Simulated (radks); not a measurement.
Results of a calculation; reference values are marked as such.
Q: Orbital eigenvalues (eV) of the krypton ion Kr3+, [Ar] 3d10 4s2 4p3, of relativity; Dirac values are averaged over j with weights 2j + 1. Spin-unpolarised spherical Kohn-Sham, PBEsol, point nucleus unless stated (finite: rms radius 4.1884 fm), a radial shooting solver on a logarithmic mesh with Libxc functionals. A level marked "c x" has the speed of light scaled by that factor and shares open shells by 2j + 1; other Dirac levels either fill j = l - 1/2 first or share by 2j + 1.

| shell | non-rel. |
|---|---|
| 1s | -13931 |
| 2s | -1845.7 |
| 2p | -1674.0 |
| 3s | -294.17 |
| 3p | -233.13 |
| 3d | -123.54 |
| 4s | -57.945 |
| 4p | -43.251 |
| 4d (empty) | -22.392 |
| 5s (empty) | -19.862 |

Give the values at the level "Dirac, c x 0.85".

A: 
shell       Dirac, c x 0.85  change of magnitude (%)
1s                   -14287                    +2.56
2s                  -1926.4                    +4.38
2p                  -1694.1                    +1.21
3s                  -307.77                    +4.62
3p                  -236.27                    +1.35
3d                  -120.97                    -2.08
4s                  -59.588                    +2.84
4p                  -43.388                    +0.32
4d (empty)          -22.070                    -1.44
5s (empty)          -20.224                    +1.82
